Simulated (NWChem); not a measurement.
Species: GeSiH5 cation

```xyz
7

Si     0.0084     1.5861    -0.0327
Ge     0.0003    -0.8286    -0.0143
H     -1.0598     1.9665    -0.9887
H      1.3945     1.9592    -0.4068
H     -0.3292     1.8358     1.3980
H     -1.2424    -1.6915    -0.2866
H      1.2227    -1.6915     0.3383
```
Atoms are numbered in this order, from 1.

Computed with NWChem. Coordinates come from a PBE0/def2-SVP optimisation. Vzz is the largest principal value of the second derivative of the potential at the nucleus (NWChem prints the opposite sign); η is the asymmetry. Non-relativistic.

Problem. Order these runs by computing time, cheapest first, and give rough ratios: Hartree-Fock/cc-pVTZ; Hartree-Fock/def2-SVP; CAM-B3LYP/def2-SVP.

Solution. Hartree-Fock/def2-SVP (1), CAM-B3LYP/def2-SVP (4), Hartree-Fock/cc-pVTZ (30). Ratios are rough, from one shared machine; the cheapest took about 3 core-seconds (a rough figure). What differs between the cheapest and the dearest: Vzz Ge2 (a.u.) 5.724 → 6.005; η Ge2 0.21 → 0.15.
